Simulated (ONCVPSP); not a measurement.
**selenium, ONCV: configuration errors across variants**

* Element: selenium
* Generator: ONCVPSP 4.0.1
* Type: optimised norm-conserving Vanderbilt (ONCV)
* Functional: BLYP
* Relativity: scalar-relativistic
* Frozen core: [Ar] 3d10
* Valence charge: 6
* Reference configuration: 4s2 4p2.5 (charge +1.5)
* Partial waves: 4s: rc 1.50 bohr, ncon 4, nbas 7, qcut 3.8 1/bohr, 1 projector; 4p: rc 1.45 bohr, ncon 4, nbas 7, qcut 6.1 1/bohr, local; d scattering state at 0.37 Ha: rc 1.55 bohr, ncon 4, nbas 7, qcut 7 1/bohr, 2 projectors, debl 2.2 Ha
* Local potential: the p channel
* Core correction: polynomial model core, fcfact 0.4

All-electron excitation energies from the reference (eV): (1) 4s2 4p4 -19.559; (2) 4s2 4p3 -8.855; (3) 4s2 4p2 11.381; (4) 4s1 4p4 2.728.

A true bound ghost makes a file unfit for plane-wave use even where its test errors are small: the radial tests pick states by their node count and pass the ghost by.

Errors AE − PS in meV (a dash: test not solved or not reliable):

```csv
change,(1),(2),(3),(4),bound ghosts,GHOST(+) flags above zero
base,+1.1,+0.8,-3.0,-2.9,d,s
"core correction polynomial model core, fcfact 0.14",+2.8,+1.1,-2.4,-1.6,d,s
"core correction polynomial model core, fcfact 0.26",+1.6,+0.9,-2.8,-2.5,d,s
"core correction polynomial model core, fcfact 0.52",+1.0,+0.8,-3.1,-3.0,d,s
"core correction polynomial model core, fcfact 0.62",+0.9,+0.7,-3.1,-3.1,d,s
"core correction polynomial model core, fcfact 0.76",+0.8,+0.7,-3.2,-3.2,d,s
"core correction polynomial model core, fcfact 0.86",+0.8,+0.7,-3.2,-3.2,d,s
"core correction polynomial model core, fcfact 0.98",+0.7,+0.7,-3.2,-3.3,d,s
"core correction polynomial model core, fcfact 1.1",+0.7,+0.7,-3.2,-3.3,d,s
```

**Question.** Give the same row for: core correction polynomial model core, fcfact 1.26.

**Answer.** +0.7, +0.7, -3.2, -3.3; bound ghosts: d; GHOST(+) flags above zero: s.
